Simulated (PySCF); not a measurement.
C2H9NOSi2, SMILES C(/C=N\[SiH3])O[SiH3]. Atoms are numbered in the order given.

```xyz
15

Si    -2.6859    -0.1715     0.9372
N     -1.7036     0.6937    -0.2181
C     -0.5832     0.4624    -0.7589
C      0.3051    -0.7533    -0.5736
O      1.6425    -0.4890    -0.9258
Si     2.7149     0.3069     0.0825
H     -2.0767    -1.3935     1.5672
H     -3.9259    -0.5881     0.2213
H     -3.0359     0.7870     2.0226
H     -0.1647     1.1890    -1.4917
H      0.2102    -1.1450     0.4598
H     -0.0691    -1.5485    -1.2475
H      2.2636     1.7055     0.3615
H      2.8264    -0.4183     1.3865
H      4.0191     0.3186    -0.6272
```
Charge 0, spin multiplicity 1.

Coordinates come from a r2SCAN-D4/def2-SVP optimisation. The structure was generated by enumeration; whether it is a known compound was not checked. One conformer was computed; it need not be the lowest.

Calculation: r2SCAN-D4/def2-SVP run with PySCF 2.14.0.

Frequencies are harmonic and unscaled.

Computed harmonic wavenumbers and intensities:
```json
[
 {"mode": "1", "ν (cm⁻¹)": "26", "IR (km/mol)": "0.7", "moving atoms (share of kinetic energy)": "Si 50 %, C 25 %, H 21 %"},
 {"mode": "2", "ν (cm⁻¹)": "64", "IR (km/mol)": "1.0", "moving atoms (share of kinetic energy)": "H 59 %, Si 13 %, O 10 %, N 10 %, C 8 %"},
 {"mode": "3", "ν (cm⁻¹)": "79", "IR (km/mol)": "0.2", "moving atoms (share of kinetic energy)": "H 88 %"},
 {"mode": "4", "ν (cm⁻¹)": "91", "IR (km/mol)": "0.6", "moving atoms (share of kinetic energy)": "H 65 %, Si 10 %, N 9 %, O 8 %"},
 {"mode": "5", "ν (cm⁻¹)": "139", "IR (km/mol)": "0.8", "moving atoms (share of kinetic energy)": "Si 35 %, H 23 %, C 17 %, N 15 %, O 10 %"},
 {"mode": "6", "ν (cm⁻¹)": "208", "IR (km/mol)": "4.9", "moving atoms (share of kinetic energy)": "H 34 %, O 29 %, C 21 %, Si 14 %"},
 {"mode": "7", "ν (cm⁻¹)": "292", "IR (km/mol)": "6.7", "moving atoms (share of kinetic energy)": "C 30 %, N 25 %, H 23 %, O 20 %"},
 {"mode": "8", "ν (cm⁻¹)": "367", "IR (km/mol)": "6.0", "moving atoms (share of kinetic energy)": "C 36 %, H 36 %, N 13 %, O 11 %"},
 {"mode": "9", "ν (cm⁻¹)": "488", "IR (km/mol)": "9.1", "moving atoms (share of kinetic energy)": "N 34 %, H 26 %, O 20 %, C 14 %"},
 {"mode": "10", "ν (cm⁻¹)": "688", "IR (km/mol)": "58.1", "moving atoms (share of kinetic energy)": "H 64 %, C 13 %, Si 13 %, N 9 %"},
 {"mode": "11", "ν (cm⁻¹)": "696", "IR (km/mol)": "22.5", "moving atoms (share of kinetic energy)": "H 55 %, N 27 %, Si 16 %"},
 {"mode": "12", "ν (cm⁻¹)": "713", "IR (km/mol)": "75.1", "moving atoms (share of kinetic energy)": "H 79 %, Si 9 %"},
 {"mode": "13", "ν (cm⁻¹)": "723", "IR (km/mol)": "67.8", "moving atoms (share of kinetic energy)": "H 48 %, Si 22 %, N 13 %, C 12 %"},
 {"mode": "14", "ν (cm⁻¹)": "744", "IR (km/mol)": "13.4", "moving atoms (share of kinetic energy)": "H 66 %, Si 13 %, O 11 %"},
 {"mode": "15", "ν (cm⁻¹)": "750", "IR (km/mol)": "72.1", "moving atoms (share of kinetic energy)": "H 60 %, Si 14 %, C 11 %, O 10 %"},
 {"mode": "16", "ν (cm⁻¹)": "814", "IR (km/mol)": "9.6", "moving atoms (share of kinetic energy)": "H 37 %, O 23 %, C 20 %, Si 14 %"},
 {"mode": "17", "ν (cm⁻¹)": "918", "IR (km/mol)": "166.5", "moving atoms (share of kinetic energy)": "H 95 %"},
 {"mode": "18", "ν (cm⁻¹)": "931", "IR (km/mol)": "70.2", "moving atoms (share of kinetic energy)": "H 95 %"},
 {"mode": "19", "ν (cm⁻¹)": "948", "IR (km/mol)": "249.6", "moving atoms (share of kinetic energy)": "H 95 %"},
 {"mode": "20", "ν (cm⁻¹)": "951", "IR (km/mol)": "40.6", "moving atoms (share of kinetic energy)": "H 95 %"},
 {"mode": "21", "ν (cm⁻¹)": "965", "IR (km/mol)": "214.7", "moving atoms (share of kinetic energy)": "H 93 %"},
 {"mode": "22", "ν (cm⁻¹)": "982", "IR (km/mol)": "233.2", "moving atoms (share of kinetic energy)": "H 88 %, Si 10 %"},
 {"mode": "23", "ν (cm⁻¹)": "1030", "IR (km/mol)": "8.2", "moving atoms (share of kinetic energy)": "C 66 %, H 31 %"},
 {"mode": "24", "ν (cm⁻¹)": "1071", "IR (km/mol)": "12.2", "moving atoms (share of kinetic energy)": "C 58 %, H 37 %"},
 {"mode": "25", "ν (cm⁻¹)": "1156", "IR (km/mol)": "225.5", "moving atoms (share of kinetic energy)": "O 46 %, C 38 %, H 14 %"},
 {"mode": "26", "ν (cm⁻¹)": "1267", "IR (km/mol)": "20.3", "moving atoms (share of kinetic energy)": "H 85 %"},
 {"mode": "27", "ν (cm⁻¹)": "1333", "IR (km/mol)": "4.7", "moving atoms (share of kinetic energy)": "H 81 %, C 15 %"},
 {"mode": "28", "ν (cm⁻¹)": "1383", "IR (km/mol)": "15.6", "moving atoms (share of kinetic energy)": "H 79 %, C 14 %"},
 {"mode": "29", "ν (cm⁻¹)": "1449", "IR (km/mol)": "9.2", "moving atoms (share of kinetic energy)": "H 92 %"},
 {"mode": "30", "ν (cm⁻¹)": "1781", "IR (km/mol)": "206.9", "moving atoms (share of kinetic energy)": "C 54 %, N 45 %"},
 {"mode": "31", "ν (cm⁻¹)": "2162", "IR (km/mol)": "129.6", "moving atoms (share of kinetic energy)": "H 97 %"},
 {"mode": "32", "ν (cm⁻¹)": "2208", "IR (km/mol)": "143.2", "moving atoms (share of kinetic energy)": "H 96 %"},
 {"mode": "33", "ν (cm⁻¹)": "2210", "IR (km/mol)": "71.8", "moving atoms (share of kinetic energy)": "H 98 %"},
 {"mode": "34", "ν (cm⁻¹)": "2236", "IR (km/mol)": "98.1", "moving atoms (share of kinetic energy)": "H 97 %"},
 {"mode": "35", "ν (cm⁻¹)": "2242", "IR (km/mol)": "103.1", "moving atoms (share of kinetic energy)": "H 97 %"},
 {"mode": "36", "ν (cm⁻¹)": "2273", "IR (km/mol)": "111.7", "moving atoms (share of kinetic energy)": "H 97 %"},
 {"mode": "37", "ν (cm⁻¹)": "2979", "IR (km/mol)": "42.4", "moving atoms (share of kinetic energy)": "H 92 %"},
 {"mode": "38", "ν (cm⁻¹)": "2988", "IR (km/mol)": "52.9", "moving atoms (share of kinetic energy)": "H 95 %"},
 {"mode": "39", "ν (cm⁻¹)": "3045", "IR (km/mol)": "12.9", "moving atoms (share of kinetic energy)": "H 90 %, C 10 %"}
]
```
